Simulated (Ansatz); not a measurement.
Basis-set extrapolation for C₃H₇AlO₂ (PBE0-D4/def2-TZVP geometry, frozen core, the Gaussian-basis code of Ansatz). Multiplicity 1, RHF reference.

```csv
,def2-TZVPP,def2-QZVPP
HF,-509.451966,-509.472037
MP2 correlation,-1.064576,-1.141183
CCSD(T) correlation,-1.142801,not run
```

Energies in hartree. Use E(X) = E(∞) + A·exp(−7.88·√X) for Hartree–Fock and E(X) = E(∞) + B·X^(−2.97) for correlation, with X = 3 and 4, and add CCSD(T) minus MP2 of the smaller set to the MP2 limit.

What is the CCSD(T) energy at the basis-set limit?

HF limit: -509.472037 + (-0.020071) × 0.13774 = -509.47480. MP2 limit: -1.141183 + (-0.076607) × 0.74074 = -1.19793. Higher-order term: -1.142801 − (-1.064576) = -0.07822. Total: -510.75095 hartree, 98.0 kcal/mol below CCSD(T)/def2-TZVPP.
